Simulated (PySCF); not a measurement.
**29Si chemical shifts**

PySCF 2.14.0 with density-fitted response routines calculation with shielding tensors at PBE0/pcSseg-1 (GIAO) and coordinates at the GFN2-xTB level; non-relativistic Hamiltonian, no solvent, averaged over atoms made equivalent by symmetry, fast rotation or ring inversion, single conformer.

Shieldings were converted by a linear fit to measured shifts: 29Si: δ = 279.94 − 0.822σ (rms 8.9 ppm, 72 shifts, 25.8 ppm with the 6 outliers that the fit left out vs TMS, solution or neat liquid). Occasional misses reach two or three times the rms, and more in compound classes unlike the fitted ones.

Task: Give the 29Si shifts of `O[SiH2]CCl`.

Result: 
| compound | environment | δ (ppm) |
| --- | --- | --- |
| O[SiH2]CCl | silicon bonded to C, O, 2 H | -28.5 |

Task: Match the shifts -6.0, -28.5, -39.2, -56.5, -66.7 ppm to `CC(C)S[Si]1(S)CC1`, `S[Si@H]1CCCN1`, `O[SiH2]CCl`, `[SiH3]C[C@@H]1CCSSC1`, `CC#C[Si@](N)(C#N)CNC`.

Result: -6.0: S[Si@H]1CCCN1 (silicon bonded to C, N, S, H, in a 5-membered ring); -28.5: O[SiH2]CCl (silicon bonded to C, O, 2 H); -39.2: CC(C)S[Si]1(S)CC1 (silicon bonded to 2 C, 2 S, in a 3-membered ring); -56.5: CC#C[Si@](N)(C#N)CNC (silicon bonded to 3 C, N); -66.7: [SiH3]C[C@@H]1CCSSC1 (silicon bonded to C, 3 H).
